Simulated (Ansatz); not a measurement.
CH$_{3}$ClFInS, SMILES `F[CH2][In]([SH])[Cl]`. The species carries charge 0 and has multiplicity 1. In: def2 effective core potential.

```xyz
8

F     1.7745    0.6141    0.7717
C     0.6695   -0.1094    1.1765
In   -0.7816   -0.2348   -0.4312
S    -0.6643    0.6660   -2.6160
Cl   -2.7556   -1.4084   -0.0121
H     0.2201    0.3827    2.0424
H     0.9884   -1.1138    1.4653
H     0.5490    1.2035   -2.3966
```

Q: List the harmonic frequencies (cm⁻¹, unscaled) at PBE0-D4/def2-TZVP in Ansatz. (An estimate is asked.)

A: Computed: 44, 49, 86, 102, 232, 267, 347, 368, 523, 685, 686, 1061, 1243, 1252, 1464, 2703, 3062, 3128.

Q: Is this a minimum?

A: Yes, all 18 modes are real.

Q: Give the ideal-gas thermochemistry at 298.15 K and 1 bar (rigid rotor, harmonic oscillator; point group Cs, symmetry number 1).

A: Zero-point energy 103.5 kJ/mol; H(298) − E = 127.5 kJ/mol; entropy 400.1 J/(mol·K), of which translation 175.9, rotation 122.8, vibration 101.5; G(298) − E = 8.2 kJ/mol. Modes under 100 cm⁻¹ are hindered rotations or soft bends, so the harmonic entropy is rough.

Q: And at 400, 500, 600, 800 and 1000 K?

A: 
| T (K) | H − E (kJ/mol) | S (J/mol/K) | G − E (kJ/mol) |
| --- | --- | --- | --- |
| 400 | 139.2 | 433.9 | -34.3 |
| 500 | 151.8 | 461.9 | -79.2 |
| 600 | 165.1 | 486.1 | -126.6 |
| 800 | 193.5 | 526.9 | -228.0 |
| 1000 | 223.7 | 560.6 | -336.9 |
